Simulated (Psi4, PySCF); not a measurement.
stibine (H3Sb), singlet, at a GFN2-xTB geometry (core potentials on Sb). Base run: PBE0/def2-SVP, TDDFT (PySCF).

Here is a job for PySCF.
```python
from pyscf import gto, scf, dft, tdscf

mol = gto.M(
    atom='''
Sb   -0.000928   -0.000202    0.055070
H    -0.858578   -1.039792   -0.954754
H    -0.450424    1.282413   -0.939369
H     1.356337   -0.232333   -0.914467
''',
    basis='def2-svp',
    ecp={'Sb': 'def2-svp'},
    charge=0,
    spin=0,
    verbose=4,
)

mf = dft.RKS(mol)
mf.xc = 'pbe0'
mf.kernel()
td = mf.TDDFT()
td.nstates = 5
td.kernel()
td.analyze(verbose=3)
```

Programs used: Psi4, PySCF; a row that names a program was run with it.

Variants of this job, named by their change:

```tsv
change	first excitation (eV)	oscillator strength of the first	second (eV)
base	6.67	0.110	6.67
functional = bhandhlyp	6.78	0.128	6.78
functional = blyp	6.48	0.083	6.48
nstates = 15	6.67	0.110	6.67
code = psi4	6.67	0.110	6.67
functional = camb3lyp	6.68	0.109	6.68
functional = lc_wpbe	6.80	0.127	6.80
nstates = 10	6.67	0.110	6.67
states = triplets; response = Tamm-Dancoff	___	-	___
functional = m062x	___	___	___
functional = pbe	6.51	0.088	6.51
```

Question: Some entries are withheld; supply them.

Answer: 
- states = triplets; response = Tamm-Dancoff, first excitation (eV): 5.26
- states = triplets; response = Tamm-Dancoff, second (eV): 5.26
- functional = m062x, first excitation (eV): 6.58
- functional = m062x, oscillator strength of the first: 0.131
- functional = m062x, second (eV): 6.58

An iterative solver can miss low states, so a row lists the states that it found.
